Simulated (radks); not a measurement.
All-electron atom: Er V in [Xe] 4f10. Method: scalar-relativistic Kohn-Sham, LDA (Slater exchange, Perdew-Wang correlation), spin-polarised, spherical densities, finite nucleus; open shells are filled with parallel spins first (spin-orbit coupling, left out, can overturn this in heavy ions); Fermi nuclear charge, rms radius 5.2516 fm; computed with a radial shooting solver on a logarithmic mesh with Libxc functionals.

Radial electron density D(r) = 4 pi r^2 rho(r):

```
   r/bohr * D(r) (the largest magnitude, 122, reaches the edge; | marks zero)
  0.00169 |    *
 0.001936 |      *
 0.002218 |       *
 0.002541 |         *
 0.002935 |           *
 0.003362 |             *
 0.003852 |                *
 0.004449 |                   *
 0.005097 |                      *
 0.005839 |                         *
  0.00669 |                             *
 0.007726 |                                *
 0.008852 |                                   *
  0.01014 |                                      *
  0.01162 |                                       *
  0.01342 |                                        *
  0.01537 |                                        *
  0.01761 |                                       *
  0.02018 |                                      *
   0.0233 |                                    *
   0.0267 |                                   *
  0.03059 |                                    *
  0.03533 |                                       *
  0.04047 |                                           *
  0.04637 |                                                *
  0.05312 |                                                    *
  0.06135 |                                                      *
  0.07029 |                                                     *
  0.08053 |                                                 *
  0.09226 |                                             *
   0.1066 |                                         *
   0.1221 |                                         *
   0.1399 |                                            *
   0.1615 |                                                *
   0.1851 |                                                *
    0.212 |                                           *
   0.2429 |                                   *
   0.2805 |                          *
   0.3214 |                      *
   0.3682 |                      *
   0.4218 |                         *
   0.4872 |                          *
   0.5582 |                       *
   0.6395 |                  *
   0.7326 |             *
   0.8461 |         *
   0.9694 |       *
    1.111 |     *
    1.283 |    *
    1.469 |   *
    1.684 | *
    1.929 |*
    2.228 |*
    2.552 *
    2.924 *
     3.35 *
    3.869 *
    4.432 *
```

D(r) has 4 maxima, at r = 0.0140, 0.0628, 0.175, 0.472 bohr, and minima at 0.0267, 0.115, 0.337 bohr, inside which lie 1.92, 11.14, 29.56 electrons.
